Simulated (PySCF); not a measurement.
Radial density of Te³²⁺ (tellurium, charge +32)

B3LYP, [Ar] 3d2, high-spin 3F determinant. Computed with PySCF 2.14 in an uncontracted even-tempered set (16 s from 5 bohr⁻², ratio 2.5; 11 p from 6.5 bohr⁻², ratio 2.5; 8 d from 6.5 bohr⁻², ratio 2.5; 4 f from 23 bohr⁻², ratio 2.7; 3 g from 34 bohr⁻², ratio 2.7), with the non-relativistic Hamiltonian (point nucleus).

| r (bohr) | 4πr²ρ (e/bohr) | 4πr²(ρα − ρβ) |
| --- | --- | --- |
| 0.000594 | 0.4135 | 0.0000 |
| 0.000999 | 1.122 | 0.0000 |
| 0.00168 | 2.956 | -0.0001 |
| 0.00283 | 7.425 | -0.0002 |
| 0.00475 | 17.20 | -0.0004 |
| 0.00800 | 34.79 | -0.0009 |
| 0.0134 | 56.38 | -0.0012 |
| 0.0226 | 65.44 | 0.0013 |
| 0.0380 | 57.95 | 0.0420 |
| 0.0640 | 72.48 | 0.4516 |
| 0.108 | 72.73 | 2.7829 |
| 0.181 | 36.91 | 7.6731 |
| 0.305 | 39.12 | 5.9448 |
| 0.512 | 4.864 | 0.5827 |
| 0.862 | 0.02835 | 0.0034 |

A non-relativistic calculation at this Z misses sizeable relativistic shifts. Spin-orbit coupling, absent here, splits the open shell strongly.
